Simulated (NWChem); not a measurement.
# Correlation energy of ammonia borane (H6BN)

```
N
H 1 1.0228
H 1 1.0228 2 107.60
H 1 1.0228 2 107.60 3 -115.67
B 1 1.6538 2 111.29 3 122.16
H 5 1.2226 1 105.09 2 180.00
H 5 1.2226 6 113.48 1 114.27
H 5 1.2226 6 113.48 7 131.47
```
Charge 0, spin multiplicity 1.

The numbers come from NWChem runs, not from measurements. Structure: optimised with B3LYP/def2-SVP, a minimum by its harmonic frequencies.

Basis set: cc-pVDZ. Each correlation energy counts from its own Hartree-Fock reference.

The correlated methods keep 2 core orbitals frozen. No row is a measurement; the coupled-cluster row has its own basis-set and correlation limits.

| method | correlation energy (mHa) |
|---|---|
| MP2 | -298.7 |
| CR-CCSD(T) | -341.4 |
| CCSD(T) | -342.7 |
| CCSD | [?] |
| SCS-MP2 | [?] |
| RI-MP2 | -298.6 |
| CCSD+T(CCSD) | [?] |
| CR-CCSD[T] | -341.5 |

Complete the blanks.


- CCSD, correlation energy (mHa): -335.3
- SCS-MP2, correlation energy (mHa): -305.8
- CCSD+T(CCSD), correlation energy (mHa): -342.9
